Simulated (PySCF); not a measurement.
A ladder of Hamiltonians for Lu(61+) (lutetium, charge +61)

Occupied: 1s1/2, 2s1/2, 2p1/2, 2p3/2. Hartree-Fock calculated with PySCF 2.14 in an uncontracted even-tempered set (19 s from 14 bohr⁻², ratio 2.3; 15 p from 17 bohr⁻², ratio 2.3), Gaussian nucleus throughout. NR is non-relativistic, sf-X2C the spin-free one-electron X2C Hamiltonian, X2C adds the bare one-electron spin-orbit term, X2C-SNSO screens it by Boettger's factors, DC is four-component Dirac-Coulomb, and the Gaunt and Breit terms are added at first order (total energies over the DC spinors, levels after relaxing the spinors in that mean field). QED terms are absent. Levels marked empty are virtual spinors of this ion.

```tsv
level (eV)	NR	sf-X2C	X2C	X2C-SNSO
1s1/2	-64066.7	-68884.7	-68871.4	-68872.2
2s1/2	-14473.0	-15858.2	-15855.0	-15855.2
2p1/2	-14106.3	-14583.3	-15436.1	-15408.1
2p3/2	-14106.3	-14583.3	-14236.5	-14245.8
3s1/2 (empty)	-6022.0	-6459.6	-6459.1	-6459.1
3p1/2 (empty)	-5897.1	-6089.9	-6316.7	-6309.3
3p3/2 (empty)	-5897.1	-6089.9	-5996.5	-5999.0
```

**Question.** Where do the four-component calculations put these levels?

**Answer.** 1s1/2: DC -68948.5, DC+Gaunt -68742.8, DC+Breit -68756.4; 2s1/2: DC -15865.9, DC+Gaunt -15843.5, DC+Breit -15845.0; 2p1/2: DC -15415.5, DC+Gaunt -15376.2, DC+Breit -15380.1; 2p3/2: DC -14253.2, DC+Gaunt -14226.9, DC+Breit -14230.8; 3s1/2 (empty): DC -6461.7, DC+Gaunt -6455.7, DC+Breit -6456.4; 3p1/2 (empty): DC -6311.2, DC+Gaunt -6301.0, DC+Breit -6302.4; 3p3/2 (empty): DC -6000.5, DC+Gaunt -5993.8, DC+Breit -5995.2 (eV).

```tsv
Hamiltonian	E (hartree)	E − E(DC) (hartree)	CPU seconds
NR	-9474.4503	629.3525	0.38
sf-X2C	-10087.6928	16.1100	0.3
X2C	-10099.9593	3.8434	0.3
X2C-SNSO	-10099.2305	4.5723	0.3
DC	-10103.8028	0.0000	14
DC+Gaunt	-10091.3948	12.4079	23
DC+Breit	-10092.4705	11.3322	66
```

Weight of the small component: 1s1/2 0.0712, 2s1/2 0.0166, 2p1/2 0.0165, 2p3/2 0.0151, 3s1/2 0.00652, 3p1/2 0.00646, 3p3/2 0.00611.

Koopmans' value for the highest occupied level at DC+Breit: 14230.8 eV, against an ionisation energy of 14228 ± 12 eV (theoretical estimate listed by NIST; NIST Atomic Spectra Database, ionization energies); the former lacks relaxation, correlation, QED and recoil.

The whole ladder took 110 s of wall time on 1 thread of Neoverse-V2 (shared host), launched as `OMP_NUM_THREADS=1 python relrun2.py TASK.json OUT` (a driver that calls PySCF for each Hamiltonian).

Dirac-Coulomb iterations, started from the X2C spinors:

```
with_ssss True, with_gaunt False, with_breit False
light speed = 137.03599967994
init E= -10036.1097587505
cycle= 1 E= -10103.8010721625  delta_E= -67.7  |g|= 2.85  |ddm|= 0.109
cycle= 2 E= -10103.8027694605  delta_E= -0.0017  |g|= 0.0339  |ddm|= 0.00366
cycle= 3 E= -10103.802770794  delta_E= -1.33e-06  |g|= 0.000926  |ddm|= 0.000142
cycle= 4 E= -10103.8027707951  delta_E= -1.07e-09  |g|= 4.73e-06  |ddm|= 3.36e-06
```
